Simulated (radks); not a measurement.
Mn2+, 23 electrons, occupied as [Ar] 3d5. Calculated with a radial shooting solver on a logarithmic mesh with Libxc functionals: scalar-relativistic Kohn-Sham, PBE, spin-polarised, spherical densities, finite nucleus; open shells are filled with parallel spins first; Fermi nuclear charge, rms radius 3.7057 fm.

Normalised radial functions P(r) = r R(r), r in bohr:

```
   r/bohr * 2p up, o 3p up, + 3p down (the largest magnitude, 1.96, reaches the edge; | marks zero, & curves that meet)
 0.004207                             &
 0.004743                             &
  0.00539                             &
 0.006078                             &
 0.006853                             &
 0.007788                             &
 0.008781                             &
 0.009901                             &*
  0.01125                             &*
  0.01269                             &*
  0.01431                             &*
  0.01626                             |&
  0.01833                             |&*
  0.02067                             |&*
  0.02349                             |& *
  0.02649                             |& *
  0.02986                             | & *
  0.03394                             | &  *
  0.03827                             | &   *
  0.04315                             |  &   *
  0.04904                             |  &     *
  0.05529                             |   &     *
  0.06234                             |   &       *
  0.07085                             |    &        *
  0.07989                             |     &         *
  0.09007                             |     &           *
   0.1024                             |      &            *
   0.1154                             |       &             *
   0.1301                             |       &               *
   0.1479                             |       &                 *
   0.1668                             |       &                  *
    0.188                             |      &                   *
   0.2137                             |     &                    *
    0.241                             |    &                   *
   0.2717                             |  &                    *
   0.3088                             &                    *
   0.3482                           & |                 *
   0.3925                        &    |              *
   0.4461                    &        |           *
    0.503                  &          |        *
   0.5672                &            |     *
   0.6446              &              |   *
   0.7268             &               | *
   0.8195              &              |*
   0.9314               &             |*
     1.05                &            *
    1.184                  &          *
    1.346                    &        *
    1.517                      &      *
    1.711                        &    *
    1.944                          &  *
    2.192                           & *
    2.472                            &*
    2.809                            &*
    3.167                             &
    3.571                             &
    4.059                             &
    4.576                             &
```

2p up: eigenvalue -647.54 eV, 0 radial nodes, <r> = 0.247 bohr, 90 % of the charge inside 0.406 bohr. 3p up: eigenvalue -74.069 eV, 1 radial node at r = 0.313 bohr, <r> = 0.903 bohr, 90 % of the charge inside 1.39 bohr. 3p down: eigenvalue -68.817 eV, 1 radial node at r = 0.312 bohr, <r> = 0.909 bohr, 90 % of the charge inside 1.40 bohr.
